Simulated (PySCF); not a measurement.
# Identify the compound

An unknown has the formula C7H5NSi. Its calculated NMR data are:

$^{1}$H NMR (400 MHz, computed): δ 7.13 (d, 1H), 4.74 (s, 2H), 4.00 (d, 1H), 3.53 (s, 1H).

$^{13}$C{$^{1}$H} NMR (computed): δ 146.7 (CH), 131.5 (C), 121.7 (C), 110.3 (CH), 100.1 (CH), 88.8 (C), 86.2 (C).

No solvent, equivalent nuclei averaged, no relativistic terms, one computed conformer. Coordinates at the GFN2-xTB level; NMR shieldings at PBE0/pcSseg-1/GIAO; PySCF.

Referencing at the same level of theory: $^{1}$H, $^{13}$C vs TMS.

**Question.** Propose a structure and justify it.

**Answer.** 
- Rings plus π bonds: 7 (no ring in the answer).
- 7 carbon signals for 7 carbons: no two carbons are equivalent.
- Carbon types of the structure: 4 × C, 3 × CH, leaving 2 H on heteroatoms.
- δC 146.7: alkene CH; an sp2 carbon of a C=C bond.
- δC 131.5: fully substituted alkene carbon; the olefinic region.
- δC 121.7: nitrile carbon; C≡N carbons fall here, among the sp2 signals but without a proton.
- δC 110.3, 100.1: terminal alkyne carbon.
- δC 88.8, 86.2: alkyne carbon; sp carbons lie upfield of alkene carbons because the cylindrical π system leaves one tensor component strongly shielded.
- δH 7.13: hydrogen on an alkene CH; olefinic region.
- δH 4.74: hydrogen on a silicon bonded to 2 C.

Structure: `C#C/C=C(/C#C)[SiH2]C#N`.

This is the structure that produced the data.

Shifts are as computed. Against solution values, carbons near 30 ppm lie about +3 ppm off and those near 130 ppm about +5 ppm. Of 1309 compounds with measured shifts, 239 miss one by over three times the rms of a fit or turn the order of signals round; such compounds aren't used in these exercises. No couplings were computed; multiplicities are counted from neighbouring protons, with m where these are inequivalent, close in shift, in a saturated or five-membered ring or joined by F or P, and br s for small geminal =CH2 splittings.
